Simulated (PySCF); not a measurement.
phosphoric acid (H3O4P), SMILES O=P(O)(O)O.

Geometry optimised at TPSSh-D3(BJ)/def2-SVP. Other conformers were not sampled.

All values below come from TPSSh-D3(BJ)/def2-SVP (PySCF).

Frequencies are harmonic and unscaled.

Modes within 1.5 cm⁻¹ of each other (mostly degenerate sets) share a row, with their intensities summed.

Computed normal modes with their intensities:
```tsv
mode	ν (cm⁻¹)	IR (km/mol)	Raman (Å⁴/amu)	depolarisation	moving atoms (share of kinetic energy)
1–2	148	145.1	8.7	0.75	H 71 %, O 28 %
3	310	86.0	0.4	0.42	H 83 %, O 12 %
4–5	365	81.7	2.7	0.75	O 67 %, H 32 %
6–7	437	145.7	6.5	0.75	O 71 %, P 21 %
8	443	27.2	1.9	0.64	O 66 %, H 18 %, P 16 %
9	824	15.5	16.7	0.00	O 90 %
10–11	915	649.7	1.7	0.75	O 57 %, P 24 %, H 19 %
12	1018	85.3	4.9	0.51	H 83 %, O 17 %
13–14	1029	135.5	4.1	0.75	H 66 %, P 22 %, O 12 %
15	1314	274.8	2.8	0.19	O 56 %, P 43 %
16–17	3785	324.2	98.9	0.75	H 94 %
18	3788	25.8	123.9	0.07	H 94 %
```
